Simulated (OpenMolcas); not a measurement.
neutral oxygen: effect of the IPEA shift

```json
{
 "Program": "OpenMolcas",
 "Basis": "ANO-RCC-VQZP [5s4p3d2f1g]",
 "Scalar Hamiltonian": "DKH2, point nucleus",
 "Active space": "6 electrons in 9 orbitals (RAS2 2s 2p; RAS3 3d, at most 2 electrons)",
 "State averaging": "2S+1 = 3 even, 3 roots; 2S+1 = 1 even, 6 roots",
 "Spin-orbit coupling": "state interaction with AMFI integrals over the reference wave functions, term energies averaged over their components"
}
```

Methods on the same reference wave functions:
A. RASSCF
B. SS-RASPT2, IPEA 0.25 Eh, imaginary shift 0.1 Eh (closed shells correlated: 1s)
C. SS-RASPT2, IPEA 0.5 Eh, imaginary shift 0.1 Eh (closed shells correlated: 1s)

Energies in cm⁻¹ above 2s² 2p⁴ ³P₂, the measured ground level; measured values from NIST Handbook of Basic Atomic Spectroscopic Data.

```json
{"Level": "2s² 2p⁴ ³P₂", "A": "0.0", "B": "0.0", "C": "0.0", "Measured": "0.0"}
{"Level": "2s² 2p⁴ ³P₁", "A": "149", "B": "149", "C": "149", "Measured": "158"}
{"Level": "2s² 2p⁴ ³P₀", "A": "222", "B": "222", "C": "222", "Measured": "227"}
{"Level": "2s² 2p⁴ ¹D₂", "A": "17204", "B": "15670", "C": "15690", "Measured": "15868"}
{"Level": "2s² 2p⁴ ¹S₀", "A": "36300", "B": "33490", "C": "33660", "Measured": "33793"}
```

Deviations, from unrounded energies. A percentage is the sum of absolute deviations over the sum of measured energies, with the sign that they share, or ± where signs differ.

| Against measurement | Levels | A | B | C |
| --- | --- | --- | --- | --- |
| mean absolute deviation (cm-1) | 4 | 960 | 130 | 83 |
| fine structure of the ground term (%) | 2 | -3.6 | -3.6 | -3.6 |
| other terms of the ground configuration (%) | 2 | +7.7 | -1.0 | -0.6 |

C lies closest to measurement on these levels and A furthest from it. The largest miss of C in the table is 2s² 2p⁴ ¹D₂, by -180 cm-1. The ranking rests on the paired levels alone, and a cruder setting can come out closer through cancelling errors.

Between B and C the level of the table that moves most is 2s² 2p⁴ ¹S₀, by 160 cm-1 (lowest in B, highest in C). Moves below CASPT2's spread within the term are not significant.

The mean deviations of B to C differ by less than CASPT2's widest spread within a term (71 cm-1), so their order carries little weight.

From A to B the spin-free energies of the other terms of 2s² 2p⁴ shown, above ³P, scale by factors of 0.91 to 0.92.

The lowest spin-free term lies below A's lowest term by 0.117 hartree in B, 0.115 hartree in C.

Term energies are means over components that CASPT2 splits; among the terms shown or strongly mixed into the levels shown the widest spread is 71 cm-1 (2s² 2p⁴ ¹D, C). Active for correlation alone: 3d; no level in the range computed is led by a configuration that fills it, so any true level of that kind is missing. Without dynamic correlation excited terms often stand tens of per cent too high (terms of higher spin than the ground term too low), and those without a measured partner can miss by more than the paired ones (holds for A). Computed and measured levels are paired by configuration, term and J; levels that our copy of the source lacks, or whose pairing is in doubt (as where it misses far off the trend of its configuration), stay unpaired and out of the deviations. Levels of configurations outside the active space are missing.
